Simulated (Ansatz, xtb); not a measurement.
**C4H5FN2: which of two isomers lies lower**

Structure I: `Cc1nc(F)c[nH]1`, a singlet. Structure II: `Cc1nc[nH]c1F`, a singlet. Both are isolated molecules in the gas phase, relaxed with PBE0-D3(BJ)/def2-SVP.

Quicker runs give these differences E(II) − E(I): GFN2-xTB +3.0 kcal/mol; HF/STO-3G +3.1 kcal/mol (at GFN2-xTB geometries); r2SCAN-D4/def2-SVP +6.0 kcal/mol (at GFN2-xTB geometries).

Question: Estimate E(II) − E(I) at the level CCSD(T)/def2-SVP + ΔMP2/def2-TZVPP.

Answer: Calculated at CCSD(T)/def2-SVP + ΔMP2/def2-TZVPP: E(II) − E(I) = +5.6 kcal/mol, so structure I lies lower.

The same difference at several levels:

| level | geometry | E(II) − E(I) (kcal/mol) | departure from the last row (kcal/mol) | job, with rough time for the two |
| --- | --- | --- | --- | --- |
| GFN2-xTB | GFN2-xTB | +3.0 | −2.6 | optimisation, 0.13 s |
| HF/STO-3G | GFN2-xTB | +3.1 | −2.5 | single point, 0.44 s |
| r2SCAN-D4/def2-SVP | GFN2-xTB | +6.0 | +0.4 | single point, 5.1 s |
| PBE0-D3(BJ)/def2-SVP | PBE0-D3(BJ)/def2-SVP | +5.8 | +0.2 | optimisation, 50 s |
| HF/def2-SVP | PBE0-D3(BJ)/def2-SVP | +6.0 | +0.4 | part of the CCSD(T) run |
| MP2/def2-SVP | PBE0-D3(BJ)/def2-SVP | +5.2 | −0.4 | part of the CCSD(T) run |
| CCSD(T)/def2-SVP | PBE0-D3(BJ)/def2-SVP | +5.2 | −0.4 | single point |
| CCSD(T)/def2-SVP + ΔMP2/def2-TZVPP | PBE0-D3(BJ)/def2-SVP | +5.6 |  | single point, 79 s |

As drawn, both hold the same kinds of bond in the same numbers.

None of the levels shown reverses the order. The largest departure from CCSD(T)/def2-SVP + ΔMP2/def2-TZVPP is that of GFN2-xTB, 2.6 kcal/mol. The last row adds to CCSD(T) the change of the MP2 difference between the two basis sets, here +0.4 kcal/mol.

With thermal terms from frequencies at re-optimised GFN2-xTB minima (ideal gas, soft modes damped towards free rotors, one conformer each, 298.15 K, 1 atm): on the last row, ΔE + ΔZPE = +5.5, ΔH = +5.6, ΔG = +5.4 kcal/mol.

The correlated steps freeze 7 core orbitals. Run with Ansatz 0.2.0, xtb 6.7.1; the last row on 2 threads of Arm Neoverse V1 on a shared host.
